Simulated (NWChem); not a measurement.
C$_{2}$H$_{8}$OSi; SMILES C[SiH](C)O

```xyz
12

Si     0.1010    -0.0002     0.3415
C     -0.8440    -1.5442    -0.1898
C     -0.8401     1.5462    -0.1901
O      1.6753    -0.0022    -0.2377
H      0.2743    -0.0002     1.8178
H     -0.9903    -1.5853    -1.2767
H     -0.3145    -2.4553     0.1112
H     -1.8384    -1.5673     0.2742
H     -0.3082     2.4560     0.1106
H     -0.9863     1.5874    -1.2770
H     -1.8344     1.5719     0.2739
H      1.7794    -0.0027    -1.1992
```
Atoms are numbered in this order, from 1.

Level: B3LYP/6-31G* (spherical d) (NWChem), optimised geometry, unscaled harmonic frequencies. 

**Question.** List the harmonic frequencies with IR intensities, and the thermochemistry.

**Answer.** 
```csv
frequency (cm⁻¹),IR intensity (km/mol)
143,6.5
161,0.1
177,72.5
205,0.5
269,63.4
273,9.6
625,8.1
627,2.8
692,8.2
738,31.9
787,60.0
817,79.1
880,13.8
920,221.1
924,166.6
956,157.7
1331,38.1
1337,22.2
1490,0.2
1491,0.5
1497,2.4
1504,7.8
2257,175.7
3038,3.6
3040,5.4
3105,0.0
3108,33.9
3122,9.7
3122,16.9
3800,44.8
```

| Item | Value |
|---|---|
| zero-point energy | 60.6 kcal/mol |
| thermal correction to the enthalpy at 298.15 K (with zero-point energy) | 65.7 kcal/mol |
| heat capacity Cv | 24.2 cal/(mol K) |
| entropy at 298.15 K and 1 atm (symmetry number 1) | 79.8 cal/(mol K) |
| dipole moment | 2.07 D |

Rigid rotor and harmonic oscillator.
